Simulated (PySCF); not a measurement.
Ga(H)(Me)2(HOMe), C₃H₁₁GaO, singlet (GFN2-xTB optimised geometry):

```
16

Ga    -0.642    -1.475     0.000
H     -1.371    -1.475    -1.412
C      1.386    -1.475     0.000
H      1.809    -0.888    -0.821
H      1.797    -2.485    -0.087
H      1.775    -1.059     0.936
C     -1.713    -2.086     1.610
H     -1.280    -1.694     2.537
H     -1.724    -3.175     1.708
H     -2.756    -1.759     1.570
C     -0.859     1.755     0.875
O     -1.063     0.657     0.000
H     -0.176     2.485     0.434
H     -0.416     1.351     1.783
H     -1.809     2.237     1.121
H     -1.456     0.946    -0.833
```

Method: PBE0/def2-TZVP run with PySCF 2.14.0.

What are the frontier orbital energies and the dipole moment?

HOMO-2 -9.44 eV, HOMO-1 -7.11 eV, HOMO -6.94 eV, LUMO 0.11 eV, LUMO+1 0.95 eV; dipole moment 4.14 D.

On the same geometry PBE/def2-TZVP (PySCF) gives HOMO-2 -7.71 eV, HOMO-1 -5.89 eV, HOMO -5.74 eV, LUMO -0.79 eV, LUMO+1 0.18 eV; dipole moment 4.06 D.

Meta-Löwdin charges at PBE0/def2-TZVP: Ga1 0.44, H2 -0.14, C3 -0.59, H4 0.11, H5 0.12, H6 0.11, C7 -0.59, H8 0.11, H9 0.12, H10 0.12, C11 -0.13, O12 -0.44, H13 0.12, H14 0.14, H15 0.12, H16 0.37.
